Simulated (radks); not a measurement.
The numbers below are computed, except where a source is named.
Coulomb parameter of the 4d shell of neutral ruthenium in the model configuration [Kr] 4d7 5s1, as a second difference U = [E(n + 0.5) + E(n - 0.5) - 2 E(n)] / (0.5)^2 with all orbitals relaxed. "Bare": the charge of the atom changes with n. "Screened": the 5s shell takes up the change at fixed total charge, which measures U(4d,4d) + U(5s,5s) - 2 U(4d,5s). Code: a radial shooting solver on a logarithmic mesh with Libxc functionals. Model: scalar-relativistic Kohn-Sham, BLYP, spin-unpolarised, spherical densities, finite nucleus; Fermi nuclear charge, rms radius 4.4809 fm.

case,configuration,E - E(n) (eV)
start,[Kr] 4d7 5s1,0.000
bare +0.5,[Kr] 4d7.5 5s1,-1.491
bare -0.5,[Kr] 4d6.5 5s1,3.719
screened +0.5,[Kr] 4d7.5 5s0.5,-0.260
screened -0.5,[Kr] 4d6.5 5s1.5,0.603

U(bare) = 8.914 eV, U(screened by 5s) = 1.373 eV, against the Slater integral F0(4d,4d) = 14.677 eV with frozen orbitals. The step up makes a negative ion, whose loosely bound charge lowers the bare value.
